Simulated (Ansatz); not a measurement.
System: sum formula GeBrF₂, net charge 0, doublet state. It need not be the lowest isomer of its formula. SMILES: [F][Ge]([F])[Br]
Geometry: optimised at B3LYP-D3(BJ)/def2-TZVP (Ansatz, a first-principles code).

Property: atomisation energy (electronic, to ground-state atoms), in eV. Correlated levels leave the core frozen unless marked. Open shells are spin-unrestricted. Spin-orbit coupling is left out. The frozen core is the preceding noble-gas configuration, with the filled d and f shells of earlier blocks. No relativistic terms. The coupled-cluster limit lacks core correlation, which all-electron functionals hold. Basis-set limits of correlation are two-point, X^-3; Hartree-Fock from the larger set (for Q and 5 zeta extrapolated as (X+1)exp(-9√X)).

| level | program | atomisation energy (eV) |
|---|---|---|
| B3LYP-D3(BJ)/def2-TZVPD | Ansatz + dftd3 | 12.43 |
| B3LYP/def2-TZVPD | Ansatz | 12.28 |
| r2SCAN0-D4/def2-TZVPD | Ansatz + dftd4 | … |
| B2PLYP-D3(BJ)/def2-TZVPD | Ansatz + dftd3 | 12.56 |
| SCS-MP2/aug-cc-pVDZ | Ansatz | 12.04 |
| CCSD/aug-cc-pVDZ | Ansatz | … |
| CCSD/def2-TZVPP | Ansatz | … |
| CCSD(T)/CBS(cc-pVQZ,cc-pV5Z) | Ansatz | 12.84 |

Q: Some entries are withheld; supply them.

A: 
- r2SCAN0-D4/def2-TZVPD, atomisation energy (eV): 12.27
- CCSD/aug-cc-pVDZ, atomisation energy (eV): 11.42
- CCSD/def2-TZVPP, atomisation energy (eV): 11.87
